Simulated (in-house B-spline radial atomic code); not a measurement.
Configurations of the fluorine ion F⁶⁺, with energies counted from [He] 2s1. Method: Dirac-Hartree-Fock, average of configuration, Fermi nucleus of rms radius 2.8976 fm. Calculated with a B-spline radial code for spherical atoms. Energies include first-order Breit, QED and recoil terms.

| configuration | E - E(ref) (eV) | highest orbital | its <r> (bohr) |
| --- | --- | --- | --- |
| [He] 3s1 | 105.85 | 3s1/2 | 1.807 |
| [He] 5s1 | 157.31 | 5s1/2 | 5.153 |
| [He] 5d1 | 158.36 | 5d5/2 | 4.925 |
| [He] 5f1 | 158.37 | 5f7/2 | 4.5 |
| [He] 6s1 | 165.91 | 6s1/2 | 7.468 |
| [He] 6p1 | 166.36 | 6p3/2 | 7.505 |
| [He] 6d1 | 166.51 | 6d5/2 | 7.282 |
| [He] 6f1 | 166.52 | 6f7/2 | 6.857 |
| [He] 6g1 | 166.52 | 6g9/2 | 6.285 |

(1) Order these further configurations by energy, lowest first.
A. [He] 4p1
B. [He] 4s1
C. [He] 3p1
D. [He] 5g1
E. [He] 4f1

(2) How far above the reference does [He] 2p1 lie?

(3) How far above the reference does [He] 4d1 lie?

(4) How far above the reference does [He] 3d1 lie?

Answers

(1) C (109.69 eV), B (141.27 eV), A (142.83 eV), E (143.37 eV), D (158.37 eV).

(2) 14.102 eV; its least bound orbital is 2p3/2 with <r> = 0.6911 bohr.

(3) 143.35 eV; its least bound orbital is 4d5/2 with <r> = 2.998 bohr.

(4) 110.92 eV; its least bound orbital is 3d5/2 with <r> = 1.498 bohr.
